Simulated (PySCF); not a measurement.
Bonds (- single, = double, # triple, : aromatic): C1-O2, O2-C3, C3-C4, C4=O5, C4-O6, O6-Si7, Si7-C8, C8-Cl9. C1 carries H10, H11, H12; C3 carries H13, H14; Si7 carries H15, H16; C8 carries H17, H18.

Computational details: shielding tensors at PBE0/pcSseg-1 (GIAO), structure optimised with GFN2-xTB, in PySCF (non-relativistic, one conformer, one averaged value for each set of equivalent atoms, gas phase).

Scale: ¹³C (186.93 ppm) and ¹H (31.72 ppm) and ²⁹Si (349.16 ppm) vs TMS; ¹⁷O (336.08 ppm) vs H2O; HCl for ³⁵Cl (949.78 ppm) (reference shieldings calculated alike).

```
      atoms  nucleus  count  Hirshfeld charge  δ (ppm)
        Cl9     ³⁵Cl      1             -0.07       10
        Si7     ²⁹Si      1              0.41    -21.2
    H17/H18       ¹H      2              0.05        ?
         C1      ¹³C      1             -0.04     59.8
         O6      ¹⁷O      1             -0.19    180.6
H10/H11/H12       ¹H      3              0.04     3.74
    H15/H16       ¹H      2             -0.07     4.92
         O2      ¹⁷O      1             -0.14     14.7
         C3      ¹³C      1              0.00        ?
         C4      ¹³C      1              0.22    177.9
         C8      ¹³C      1             -0.13        ?
         O5      ¹⁷O      1             -0.23        ?
    H13/H14       ¹H      2              0.05     4.28
```

Q: Fill in the missing shifts.

A: 
- C3: 73.2 ppm, sp3 CH2 bonded to O, α to a carbonyl; pulled downfield by the heteroatom
- C8: 32.1 ppm, sp3 CH2 bonded to Cl and Si; the inductive effect lowers its shielding
- H17/H18: 3.35 ppm, hydrogen on an sp3 CH2 bonded to Cl and Si; its carbon carries Cl, hence the downfield position
- O5: 453.3 ppm, carbonyl oxygen

Carbons that carry Cl, above all several Cl atoms, come out too deshielded, partly because spin–orbit coupling is missing. Shifts are as computed. Against solution values, carbons near 30 ppm lie about +3 ppm off and those near 130 ppm about +5 ppm; carbons on Cl a further +6 ppm. Of 1211 compounds with measured shifts, 218 miss one by over three times the rms of a fit or turn the order of signals round; such compounds aren't used in these exercises. Unscaled 17O shifts of doubly bonded oxygen tend to come out too high, by tens of ppm or more. Experimental scales use liquid or dissolved standards, which lie at an offset from isolated H2O (liquid H2O: subtract about 36 ppm).
